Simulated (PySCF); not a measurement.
CH₅BrGe, SMILES [GeH2]([Br])[CH3]. Coordinates come from a PBE-D3(BJ)/def2-SVP optimisation.

Level of theory: PBE-D3(BJ)/def2-SVP in PySCF.

Harmonic wavenumbers (cm⁻¹): 127, 141, 291, 427, 591, 591, 673, 815, 832, 842, 1204, 1377, 1385, 2078, 2090, 2987, 3095, 3109. Rotational constants (GHz): 10.39, 1.831, 1.605; symmetry number 1.

Task: Work out the zero-point energy and the ideal-gas rigid-rotor harmonic-oscillator thermochemistry at 298.15 K and 1 atm.

Result: ZPE = ½ Σ hcν = ½ × 22656 cm⁻¹ = 135.51 kJ/mol. H − E(el) = 152.67 kJ/mol. Entropy in J/(mol K): translation 172.77, rotation 111.95, vibration 41.95, total 326.67. G − E(el) = 55.27 kJ/mol. Cp = 84.21 J/(mol K). Modes under 150 cm⁻¹ make the vibrational entropy uncertain.
